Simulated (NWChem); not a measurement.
System: Si$_{2}$H$_{5}$O$_{2}$Cl; SMILES O[SiH](O)[SiH2]Cl

All runs: NWChem. Pople sets run with spherical d functions. Structure relaxed at the B3LYP/6-31G* (spherical d) level. Level: B3LYP/6-31G* with SMD, gas-phase geometry; reactions with the solvents are ignored. One conformer.

```json
[
 {"SMD term (kcal/mol)": "distortion of the solute's density", "water": "1.11", "toluene": "0.11"},
 {"SMD term (kcal/mol)": "polarisation", "water": "-11.60", "toluene": "-2.89"},
 {"SMD term (kcal/mol)": "cavity, dispersion and structure", "water": "3.17", "toluene": "-2.17"}
]
```

**Question.** Sum the solvation free energies, find the transfer free energy from water to toluene and the partition coefficient at 298.15 K.

**Answer.** 
1. ΔG(solv, water) = -7.32 kcal/mol and ΔG(solv, toluene) = -4.95 kcal/mol (1 M gas to 1 M solution).
2. Transfer: -4.95 − (-7.32) = 2.37 kcal/mol.
3. log₁₀ K(toluene/water) = −ΔG/(RT ln 10) = -2.37/1.364 = -1.7, so the model puts more of the solute in water.
4. Of the transfer energy, 7.71 kcal/mol is electrostatic and -5.34 comes from the non-electrostatic term. The two phases are taken as the pure solvents.
